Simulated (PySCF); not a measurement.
# Fractional electron number in Co(2+) (cobalt, charge +2)

The 3d beta orbital of [Ar] 3d7 is emptied in steps (occupation f), with all orbitals relaxed, ending at [Ar] 3d6. Computed with PySCF 2.14 in aug-pcseg-2 (7s5p4d3f2g, 81 functions), with no relativity, point nucleus. The exact energy is a straight line in f; departures are measured from the line between the end points of the same method.

**Question.** Among UHF, LDA, PBE, which shows the largest delocalisation error (convex curve), and which is closest to linear?

**Answer.** Most convex: LDA (-2.182 eV at f = 0.5); closest to linear: UHF (0.732 eV).

```
  f  UHF (eV)  LDA (eV)  PBE (eV)
  1     0.000     0.000     0.000
0.9     0.285    -0.770    -0.749
0.7     0.639    -1.816    -1.762
0.5     0.732    -2.182    -2.113
0.3     0.592    -1.850    -1.786
0.1     0.245    -0.800    -0.770
  0     0.000     0.000     0.000
```

| method | E(f=0) − E(f=1) (eV) | −ε at f=1 (eV) | −ε at f=0.5 (eV) |
| --- | --- | --- | --- |
| UHF | 31.328 | 34.566 | 31.187 |
| LDA | 34.627 | 26.110 | 34.526 |
| PBE | 34.354 | 26.068 | 34.281 |

Reference removal energy between the ground levels: 33.5 ± 0.06 eV (semi-empirical (NIST evaluation); NIST Atomic Spectra Database, ionization energies). The calculation has no spin-orbit coupling. The determinant left behind need not be the lowest term of the ion. UHF lacks correlation.
